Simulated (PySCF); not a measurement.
## Radial density of Tl (thallium, neutral)

MN15, [Xe] 4f14 5d10 6s1 6p1 7s1, high-spin 4P determinant (an excited configuration). Computed with PySCF 2.14 in aug-cc-pwCVDZ-PP with ECP60MDF (6s5p4d1f, 48 functions), with scalar relativity through the core potential. This is the valence pseudo-density: the core potential removes the inner electrons and smooths the orbitals near the nucleus.

```
r (bohr)  4πr²ρ (e/bohr)  4πr²(ρα − ρβ)
  0.0448       1.247e-05         0.0000
  0.0754       6.079e-05         0.0000
   0.127       0.0004400         0.0000
   0.213        0.006229         0.0002
   0.359          0.2491         0.0080
   0.603           7.303         0.1564
    1.01           18.91        -0.0662
    1.71           6.458         0.7182
    2.87           1.137         0.7246
    4.83          0.2685         0.2645
    8.12          0.1390         0.1390
    13.7        0.002793         0.0028
```

Energies and moments cover only the electrons outside the core potential. Spin-orbit coupling, absent here, splits the open shell strongly. The outer electron is Rydberg-like, and this basis confines it to a smaller radius and binds it less than a complete one would.

Q: Where is the radial spin density 4πr²(ρα − ρβ) most negative, and why is it negative at all?

A: Around r = 1.01 bohr, down to -0.0662 e/bohr: exchange with the open shell polarises the paired shells in an unrestricted calculation.
